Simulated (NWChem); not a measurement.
System: TlCl; SMILES [Tl][Cl]

Excerpt of the output:

```
             Northwest Computational Chemistry Package (NWChem) 7.3.0
             --------------------------------------------------------

                             Geometry "geometry" -> ""
                             -------------------------

 Output coordinates in angstroms (scale by  1.889725989 to convert to a.u.)

  No.       Tag          Charge          X              Y              Z
 ---- ---------------- ---------- -------------- -------------- --------------
    1 Tl                  81.0000     0.00000000     0.00000000    -0.42201700
    2 Cl                  17.0000     0.00000000     0.00000000     2.11447800

 Effective nuclear repulsion energy (a.u.)     287.2771568139

                                 NWChem DFT Module
                                 -----------------

 Summary of "ao basis" -> "ao basis" (spherical)
 ------------------------------------------------------------------------------
       Tag                 Description            Shells   Functions and Types
 ---------------- ------------------------------  ------  ---------------------
 Tl                         def2-svp                10       26   4s4p2d
 Cl                         def2-svp                 8       18   4s3p1d

            General Information
            -------------------
          SCF calculation type: DFT
          Wavefunction type:  closed shell.
          No. of atoms     :     2
          No. of electrons :    38
           Alpha electrons :    19
            Beta electrons :    19
          Charge           :     0
          Spin multiplicity:     1
          Use of symmetry is: off; symmetry adaption is: off
          Maximum number of iterations: 150
          AO basis - number of functions:    44
                     number of shells:    18
          Convergence on energy requested:  1.00D-06
          Convergence on density requested:  1.00D-05
          Convergence on gradient requested:  5.00D-04

              XC Information
              --------------
                         B3LYP Method XC Potential
                     Hartree-Fock (Exact) Exchange  0.200
                        Slater Exchange Functional  0.800 local
                    Becke 1988 Exchange Functional  0.720 non-local
              Lee-Yang-Parr Correlation Functional  0.810
                  VWN I RPA Correlation Functional  0.190 local

[...]

                                NWChem TDDFT Module
                                -------------------

            General Information
            -------------------
           No. of orbitals :      88
            Alpha orbitals :      44
             Beta orbitals :      44
        Alpha frozen cores :       0
         Beta frozen cores :       0
     Alpha frozen virtuals :       0
      Beta frozen virtuals :       0
         Spin multiplicity :       1
    Number of AO functions :      44
        Use of symmetry is : off
      Symmetry adaption is : off
         Schwarz screening :  0.10D-07

              XC Information
              --------------
                  B3LYP Method XC Potential
              Hartree-Fock (Exact) Exchange   0.20
                 Slater Exchange Functional   0.80 local
             Becke 1988 Exchange Functional   0.72 non-local
       Lee-Yang-Parr Correlation Functional   0.81
           VWN I RPA Correlation Functional   0.19 local

             TDDFT Information
             -----------------
          Calculation type : Tamm-Dancoff TDDFT
         Wavefunction type : Restricted singlets & triplets
          No. of electrons :      38
           Alpha electrons :      19
            Beta electrons :      19
              No. of roots :       6
          Max subspacesize :    5200
            Max iterations :     100
               Target root :       1
           Target symmetry : none
      Symmetry restriction : off
                 Algorithm : Optimal
        Davidson threshold :  0.10D-03

    6 smallest eigenvalue differences (eV)
--------------------------------------------------------
  No. Spin  Occ  Vir  Irrep   E(Occ)    E(Vir)   E(Diff)
--------------------------------------------------------
    1    1   19   20 a        -0.259    -0.071     5.120
    2    1   19   21 a        -0.259    -0.071     5.120
    3    1   18   20 a        -0.266    -0.071     5.287
    4    1   17   20 a        -0.266    -0.071     5.287
    5    1   18   21 a        -0.266    -0.071     5.287
    6    1   17   21 a        -0.266    -0.071     5.287
--------------------------------------------------------

  Entering Davidson iterations
  Restricted singlet excited states

  Iter   NTrls   NConv    DeltaV     DeltaE      Time
  ----  ------  ------  ---------  ---------  ---------
    1      6       0     0.14E+00   0.10+100        4.5
    2     12       0     0.28E-01   0.41E-01        4.3
    3     18       3     0.57E-02   0.11E-02        4.5
    4     21       3     0.10E-02   0.39E-04        3.5
    5     24       5     0.14E-03   0.11E-05        3.5
    6     25       6     0.53E-04   0.15E-07        3.1
  ----  ------  ------  ---------  ---------  ---------
  Convergence criterion met

  Ground state a        -632.724735991423 a.u.

  ----------------------------------------------------------------------------
  Root   1 singlet a              0.156605601 a.u.                4.2615 eV
  ----------------------------------------------------------------------------
     Transition Moments    X -0.00000   Y  0.00000   Z -0.00000
     Dipole Oscillator Strength                    0.0000000000
     Electric Quadrupole                           0.0000000000
     Magnetic Dipole                               0.0000000000
     Total Oscillator Strength                     0.0000000000

[...]
```

Level: B3LYP/def2-SVP with def2 effective core potentials on Tl, TDA. Coordinates come from a PBE-D3(BJ)/def2-SVP optimisation. B3LYP is NWChem's, with the RPA form of VWN correlation. def2 effective core potentials on Tl; no spin-orbit coupling.

Write an input that gives this output.

One answer among several that fit: the input that was run:
```
start job
memory heap 200 mb stack 700 mb global 900 mb
geometry units angstroms noautosym nocenter noautoz
  Tl     0.000000     0.000000    -0.422017
  Cl     0.000000     0.000000     2.114478
end
basis spherical
  * library def2-svp
end
ecp
  Tl library def2-ecp
end
dft
  xc b3lyp
  iterations 150
end
tddft
  cis
  nroots 6
end
task tddft energy
```
